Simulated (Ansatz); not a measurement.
`[NH2][SnH]([NH2])[NH2]` and `[NH2][Sn]([NH2])([NH2])[NH2]` differ in one atom or group.

Ansatz, PBE0-D4/def2-TZVP geometries, multiplicity 1. Each molecule was computed in one conformer, which needn't be the lowest.

Elements past krypton have def2 core potentials.

| property | `[NH2][SnH]([NH2])[NH2]` |
| --- | --- |
| size of the dipole moment (B3LYP/def2-TZVPP) / D | 1.31 |
| HOMO–LUMO gap (PBE0/def2-TZVPP) / eV | 7.19 |
| size of the dipole moment (ωB97M-V/def2-TZVPP) / D | 1.36 |
| HOMO–LUMO gap (PBE/def2-TZVPP) / eV | 4.84 |
| HOMO energy (ωB97M-V/def2-TZVPP) / eV | -9.49 |
| HOMO energy (PBE0/def2-TZVPP) / eV | -7.11 |

**Question.** What does the change do to each property? (An estimate is asked.)

**Answer.** Computed: 
```
                                          property  `[NH2][Sn]([NH2])([NH2])[NH2]`  shift
  size of the dipole moment (B3LYP/def2-TZVPP) / D                            0.00  -1.31
              HOMO–LUMO gap (PBE0/def2-TZVPP) / eV                            6.63  -0.56
size of the dipole moment (ωB97M-V/def2-TZVPP) / D                            0.00  -1.36
               HOMO–LUMO gap (PBE/def2-TZVPP) / eV                            4.31  -0.53
             HOMO energy (ωB97M-V/def2-TZVPP) / eV                           -9.26   0.23
                HOMO energy (PBE0/def2-TZVPP) / eV                           -6.90   0.21
```

With PBE0 the HOMO rises by 0.21 eV and the LUMO falls by 0.35 eV, so the gap narrows by about 0.56 eV. PBE moves the HOMO by 0.20 eV and ωB97M-V by 0.23 eV. The zero-point energy changes by 49.9 kJ/mol with +6 modes.

B3LYP here is the variant with VWN-RPA as its local correlation; programs differ in this.
